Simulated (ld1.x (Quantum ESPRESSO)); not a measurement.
# Reading a pseudo-wave (phosphorus)

Columns: radius, all-electron u(r) and pseudo u(r) of the 3s shell (level -18.47 eV) of phosphorus in the configuration [Ne] 3s2 3p2.5; LDA (PZ), scalar-relativistic, TM scheme, ld1.x (Quantum ESPRESSO) 7.5.

```csv
r (bohr),all-electron,pseudo
0.090,0.1507,0.0274
0.180,-0.1343,0.0560
0.270,-0.3354,0.0871
0.360,-0.3876,0.1222
0.450,-0.3275,0.1627
0.540,-0.2017,0.2098
0.630,-0.0462,0.2647
0.720,0.1150,0.3277
0.810,0.2672,0.3980
0.900,0.4026,0.4733
0.990,0.5173,0.5499
1.080,0.6106,0.6225
1.170,0.6830,0.6861
1.260,0.7363,0.7367
1.350,0.7723,0.7723
1.440,0.7935,0.7935
1.530,0.8018,0.8018
1.620,0.7996,0.7996
1.710,0.7887,0.7887
1.800,0.7709,0.7709
1.890,0.7477,0.7477
1.980,0.7204,0.7204
2.070,0.6903,0.6903
2.160,0.6581,0.6581
2.250,0.6248,0.6248
2.340,0.5909,0.5909
```

Question: How many radial nodes do the two functions have?

Answer: The all-electron 3s function has n − l − 1 = 2; the pseudo-wave has 0, since the states of the same l below it are removed with the core.

Question: At about which radius was the pseudo-wave matched?

Answer: 1.45 bohr. The columns agree to 0.0005 from 1.26 bohr on; several derivatives are matched, so the curves merge somewhat inside the radius.

Question: Is the pseudo-wave norm-conserving?

Answer: Yes: the TM scheme keeps the norm inside the radius equal to the all-electron one, which fixes the energy derivative of the logarithmic derivative at the level.
